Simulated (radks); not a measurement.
Results of a calculation; reference values are marked as such.
Question: These are the eigenvalues of the occupied orbitals of an atom or ion with whole-number occupations (hartree). Level of theory: Dirac Kohn-Sham, PBE, spin-unpolarised, spherical densities, finite nucleus; Fermi nuclear charge, rms radius of each element as measured or else 0.836 A^(1/3) + 0.57 fm (a radial shooting solver on a logarithmic mesh with Libxc functionals).

orbital  eigenvalue
1s1/2     -3232.445
2s1/2     -578.9517
2p1/2     -556.2961
2p3/2     -475.8407
3s1/2     -140.1215
3p1/2     -129.8384
3p3/2     -111.8881
3d3/2     -94.89135
3d5/2     -91.07096
4s1/2     -32.89891
4p1/2     -28.43692
4p3/2     -24.04283
4d3/2     -16.75179
4d5/2     -15.93146
5s1/2      -6.79477
4f5/2      -6.49445
4f7/2      -6.30948
5p1/2      -5.27046
5p3/2      -4.44748
5d3/2      -2.32492
5d5/2      -2.22479

Which element is it, and in what charge state? The configuration may be excited. Open shells, if any, are shared by 2j + 1.

Answer: Z = 82, lead, charge +4: Pb4+ in [Xe] 4f14 5d10. The list shows which subshells hold electrons but not how many an open one holds; the 1s level, -3232.4 hartree, gives Z - s = 80.4 by -(Z - s)^2/2, which with screening and relativity narrows Z to a few neighbours, and the depths of the outer levels then fix element, charge and occupations together.
